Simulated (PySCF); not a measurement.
C2H7NOSi2, SMILES CC1=N[SiH2]O[SiH2]1. Geometry optimised at B3LYP-D3(BJ)/def2-SVP. The structure was generated by enumeration, and PubChem lists no compound with its InChIKey, so it may never have been made.

All values below come from B3LYP-D3(BJ)/def2-SVP in PySCF.

Harmonic wavenumbers (cm⁻¹): 120, 146, 195, 280, 352, 422, 463, 550, 625, 682, 696, 700, 703, 757, 798, 925, 955, 970, 999, 1005, 1005, 1178, 1371, 1431, 1445, 1665, 2229, 2230, 2257, 2260, 3016, 3086, 3136. Rotational constants (GHz): 3.616, 2.219, 1.434; symmetry number 1.

Question: Work out the zero-point energy and the ideal-gas rigid-rotor harmonic-oscillator thermochemistry at 298.15 K and 1 atm.

Answer: ZPE = ½ Σ hcν = ½ × 38652 cm⁻¹ = 231.19 kJ/mol. H − E(el) = 252.96 kJ/mol. Entropy in J/(mol K): translation 168.17, rotation 116.01, vibration 65.74, total 349.91. G − E(el) = 148.63 kJ/mol. Cp = 123.57 J/(mol K). Modes under 150 cm⁻¹ make the vibrational entropy uncertain.
